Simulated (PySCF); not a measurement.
C4H5FO2, SMILES C[C@H]1OC=C(F)O1. Atoms are numbered in the order given.

```xyz
12

C     -2.1565     0.0947    -0.1208
C     -0.9351    -0.5760     0.4837
O     -0.2401    -1.3690    -0.4928
C      0.8476    -0.5858    -0.8784
C      0.9696     0.4362    -0.0121
F      1.8503     1.4136     0.0737
O      0.0064     0.4204     0.9576
H     -1.8523     0.7352    -0.9720
H     -2.8613    -0.6765    -0.4874
H     -2.6666     0.7190     0.6383
H     -1.1978    -1.2282     1.3444
H      1.4413    -0.8971    -1.7405
```
Charge 0, spin multiplicity 1.

The structure is a stationary point at PBE-D3(BJ)/def2-SVP. The structure was generated by enumeration; whether it is a known compound was not checked. The values are those of a single conformer.

Two levels are set side by side: PBE/pcSseg-1 (PySCF) and HF/pcSseg-1 (PySCF). GIAO shifts against CFCl3 (¹⁹F), H2O (¹⁷O), TMS (¹H), TMS (¹³C) at the same level; non-relativistic, no solvent, atoms listed together averaged. Differences are taken from unrounded values.

| quantity | PBE |
|---|---|
| δ(¹³C) of C1 (ppm) | 24.3 |
| δ(¹³C) of C2 (ppm) | 119.8 |
| δ(¹⁷O) of O3 (ppm) | 106.7 |
| δ(¹³C) of C4 (ppm) | 107.4 |
| δ(¹³C) of C5 (ppm) | 169.4 |
| δ(¹⁹F) of F6 (ppm) | -180.0 |
| δ(¹⁷O) of O7 (ppm) | 161.9 |
| δ(¹H) of H11 (ppm) | 6.76 |
| δ(¹H) of H12 (ppm) | 6.27 |

### Question
These are the PBE values. What does HF give? (An estimate is asked for; the answer gives what the named calculation found.)

### Answer

```
quantity                HF  PBE minus HF
------------------  ------  ------------
δ(¹³C) of C1 (ppm)    23.9           0.4
δ(¹³C) of C2 (ppm)    99.6          20.2
δ(¹⁷O) of O3 (ppm)    48.2          58.5
δ(¹³C) of C4 (ppm)   109.6          -2.3
δ(¹³C) of C5 (ppm)   166.3           3.0
δ(¹⁹F) of F6 (ppm)  -123.1         -56.8
δ(¹⁷O) of O7 (ppm)   107.1          54.8
δ(¹H) of H11 (ppm)    5.99          0.77
δ(¹H) of H12 (ppm)    6.79         -0.52
```

Rough cost on one machine, each run with all the roots and properties that it gave: HF against PBE within a factor of 2.
